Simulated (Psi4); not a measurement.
Pair of molecules: CH4 (SMILES C) (first 5 atoms) with GeH4 (SMILES [GeH4]); geometry from B3LYP-D3(BJ)/def2-TZVP, rigid monomers moved along the line of their centres of mass till C1···Ge6 is 5.36 Å.
(charge 0, multiplicity 1):
```json
[
 {"atom": "C", "x (Å)": "-0.0018", "y (Å)": "0.1534", "z (Å)": "0.2415"},
 {"atom": "H", "x (Å)": "-0.9217", "y (Å)": "-0.3300", "z (Å)": "0.5678"},
 {"atom": "H", "x (Å)": "0.8533", "y (Å)": "-0.4423", "z (Å)": "0.5580"},
 {"atom": "H", "x (Å)": "-0.0023", "y (Å)": "0.2394", "z (Å)": "-0.8443"},
 {"atom": "H", "x (Å)": "0.0636", "y (Å)": "1.1463", "z (Å)": "0.6843"},
 {"atom": "Ge", "x (Å)": "0.0032", "y (Å)": "-0.2759", "z (Å)": "5.5838"},
 {"atom": "H", "x (Å)": "0.9582", "y (Å)": "-1.3138", "z (Å)": "4.9771"},
 {"atom": "H", "x (Å)": "0.4615", "y (Å)": "1.1354", "z (Å)": "5.1898"},
 {"atom": "H", "x (Å)": "0.0122", "y (Å)": "-0.4069", "z (Å)": "7.1147"},
 {"atom": "H", "x (Å)": "-1.4191", "y (Å)": "-0.5189", "z (Å)": "5.0592"}
]
```

Level of theory: SAPT0/aug-cc-pVDZ in Psi4 1.11.

Which attractive term is largest, and how does the interaction split up?

electrostatics -0.02, exchange 0.01, induction 0.00, dispersion -0.15, total -0.16 kcal/mol; the largest attraction is dispersion.
